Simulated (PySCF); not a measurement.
Job file and geometry (Å, from GFN2-xTB) of an NMR shielding run on `C=CB[C@@H]([SiH3])OC`, C4H11BOSi, GIAO PBE0/pcSseg-1 NMR shielding, non-relativistic, gas phase in PySCF; density fitting, a coarse starting grid and PySCF grid level 2 are the driver's defaults:

```
$ OMP_NUM_THREADS=1 python probes_run.py task.json out

{"job": {"kind": "nmr", "xc": "PBE0", "basis": "pcSseg-1"}, "charge": 0, "multiplicity": 1}
C      2.876474    -0.885441    -0.246252
C      1.651877    -0.449611    -0.538593
B      0.736345     0.312327     0.449373
C     -0.772333     0.494270     0.141544
Si    -1.041256     2.213459    -0.691867
O     -1.368305    -0.330459    -0.871025
C     -1.588269    -1.648546    -0.459352
H      3.319723    -0.704238     0.720704
H      3.482501    -1.447087    -0.941960
H      1.265200    -0.682574    -1.526807
H      1.170715     0.801622     1.422578
H     -1.413292     0.476130     1.037107
H     -0.333381     2.226643    -1.969967
H     -2.482776     2.344966    -0.902444
H     -0.552186     3.287816     0.177860
H     -2.042564    -2.172639    -1.299747
H     -2.269129    -1.687605     0.403121
H     -0.648104    -2.142716    -0.180687
```

Task: What does the program print?

Result: 
```
coarse grid: 14960 points
cycle   1  E = -547.9535439025  dE =  5.258e-01  |g| = 5.554e-01  |ddm| = 3.620e+00
cycle   2  E = -547.8962783101  dE =  5.727e-02  |g| = 7.871e-01  |ddm| = 1.367e+00
cycle   3  E = -548.0191539593  dE = -1.229e-01  |g| = 9.698e-02  |ddm| = 9.288e-01
cycle   4  E = -548.0208859589  dE = -1.732e-03  |g| = 3.234e-02  |ddm| = 9.558e-02
cycle   5  E = -548.0211409941  dE = -2.550e-04  |g| = 9.032e-03  |ddm| = 3.102e-02
cycle   6  E = -548.0211576247  dE = -1.663e-05  |g| = 4.683e-03  |ddm| = 1.038e-02
cycle   7  E = -548.0211632450  dE = -5.620e-06  |g| = 4.721e-04  |ddm| = 4.096e-03
final grid: 138272 points
cycle   8  E = -548.0715120209  dE = -2.970e-05  |g| = 1.176e-02  |ddm| = 2.908e-02
cycle   9  E = -548.0714898000  dE =  2.222e-05  |g| = 1.633e-02  |ddm| = 1.861e-02
cycle  10  E = -548.0715394898  dE = -4.969e-05  |g| = 1.668e-03  |ddm| = 1.143e-02
cycle  11  E = -548.0715401036  dE = -6.138e-07  |g| = 1.710e-04  |ddm| = 1.705e-03
cycle  12  E = -548.0715401097  dE = -6.078e-09  |g| = 6.558e-05  |ddm| = 1.991e-04
cycle  13  E = -548.0715401106  dE = -8.582e-10  |g| = 3.470e-05  |ddm| = 8.422e-05
cycle  14  E = -548.0715401109  dE = -3.105e-10  |g| = 6.431e-06  |ddm| = 3.059e-05
converged SCF energy = -548.0715401109

GIAO shielding tensors (ppm)
atom      isotropic    diamagn.    paramagn.     s11        s22        s33       span
  0 C       32.648     252.980    -220.332    -87.498     25.714    159.727    247.225
  1 C       38.233     259.080    -220.848    -87.541     16.489    185.750    273.291
  2 B       27.906     194.193    -166.287    -45.589     13.108    116.198    161.787
  3 C      101.578     255.173    -153.595     65.627     92.332    146.775     81.148
  4 Si     427.420     879.896    -452.476    394.313    422.267    465.680     71.367
  5 O      312.136     398.913     -86.777    278.384    316.723    341.301     62.916
  6 C      121.688     245.743    -124.055     88.710     94.317    182.037     93.327
  7 H       25.101      30.682      -5.581     21.394     25.032     28.878      7.484
  8 H       24.843      28.736      -3.893     21.572     24.736     28.221      6.649
  9 H       24.063      33.971      -9.908     18.627     23.949     29.614     10.987
 10 H       24.893      32.389      -7.496     19.267     27.043     28.369      9.103
 11 H       27.354      32.966      -5.611     24.926     25.927     31.210      6.285
 12 H       27.988      29.358      -1.371     24.407     27.055     32.501      8.094
 13 H       27.652      28.865      -1.212     24.472     25.852     32.633      8.161
 14 H       27.745      28.707      -0.962     24.263     25.686     33.285      9.021
 15 H       27.841      29.297      -1.456     24.127     24.865     34.532     10.404
 16 H       28.436      30.102      -1.666     24.692     26.167     34.450      9.758
 17 H       28.294      31.601      -3.307     23.629     27.912     33.341      9.712
```

Size and cost of the density-fitted run: 181 basis functions, 64 s wall time on 1 thread of an Arm Neoverse N1, shared host; peak memory 0.82 GiB.
